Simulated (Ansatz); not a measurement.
Ansatz (a program for electronic structure) input:

Ansatz 0.2 input:
```yaml
crystal:
  periodic: [false, false, false]
  atoms:
    - {symbol: Zr, position_ang: [0.00000473, -0.00000536, -0.00000295]}
    - {symbol: C, position_ang: [1.54820032, 0.98894423, -1.26495466]}
    - {symbol: H, position_ang: [1.51124036, 0.62112257, -2.29693353]}
    - {symbol: H, position_ang: [2.55622138, 0.79776623, -0.87892751]}
    - {symbol: H, position_ang: [1.40248975, 2.07505852, -1.29284270]}
    - {symbol: C, position_ang: [0.99395044, -1.10915910, 1.66038364]}
    - {symbol: H, position_ang: [0.67967868, -0.72466028, 2.63764895]}
    - {symbol: H, position_ang: [2.08470955, -1.01755741, 1.60128301]}
    - {symbol: H, position_ang: [0.74688403, -2.17664479, 1.62714289]}
    - {symbol: C, position_ang: [-1.17831071, -1.42613688, -1.24609899]}
    - {symbol: H, position_ang: [-2.24354291, -1.16742831, -1.24415190]}
    - {symbol: H, position_ang: [-1.08379086, -2.45190615, -0.87126223]}
    - {symbol: H, position_ang: [-0.83553984, -1.41890138, -2.28731377]}
    - {symbol: C, position_ang: [-1.36384755, 1.54636025, 0.85067469]}
    - {symbol: H, position_ang: [-1.07578141, 2.55210912, 0.52333182]}
    - {symbol: H, position_ang: [-1.34262520, 1.53379873, 1.94660264]}
    - {symbol: H, position_ang: [-2.40008763, 1.37740655, 0.53551222]}
basis:
  gaussian:
    orbitals: def2-TZVPD
hamiltonian:
  xc: {name: HSE06}
output: {forces: true}
```

Question: What final total energy does it print?

Answer: -206.51649 Eh (HSE06/def2-TZVPD). The basis has 296 functions.
